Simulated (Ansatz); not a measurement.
Basis sets compared for [B(OH)4]- (BO₄H₄⁻). Charge -1, multiplicity 1. Geometry r2SCAN-D4/def2-SVPD. Ansatz on 2 threads of Arm Neoverse V2 on a shared host; times are rough, and most runs start from earlier orbitals.

```xyz
9

B    -0.001    0.000    0.002
O     1.191   -0.748   -0.468
H     1.235   -0.612   -1.419
O    -0.334   -0.519    1.351
H    -0.201   -1.471    1.312
O    -1.064   -0.197   -1.015
H    -1.717    0.491   -0.857
O     0.202    1.463    0.137
H     0.689    1.592    0.956
```

| level | functions | energy (Eh) | HOMO (eV) | LUMO (eV) | wall time |
| --- | --- | --- | --- | --- | --- |
| PBE-D4/def2-SVPD | 144 | -327.8078 | -0.69 | 3.53 | 1.5 s |
| PBE0-D4/def2-SVPD | 144 | -327.8064 | -2.35 | 4.12 | 1.9 s |

Question: Estimate the rows for PBE-D4/def2-TZVPD, PBE0-D4/def2-TZVPD (with forces).

Answer: 
| level | functions | energy (Eh) | HOMO (eV) | LUMO (eV) | wall time |
| --- | --- | --- | --- | --- | --- |
| PBE-D4/def2-TZVPD | 233 | -328.1643 | -0.65 | 3.20 | 2.4 s |
| PBE0-D4/def2-TZVPD (with forces) | 233 | -328.1637 | -2.29 | 3.71 | 5.5 s |
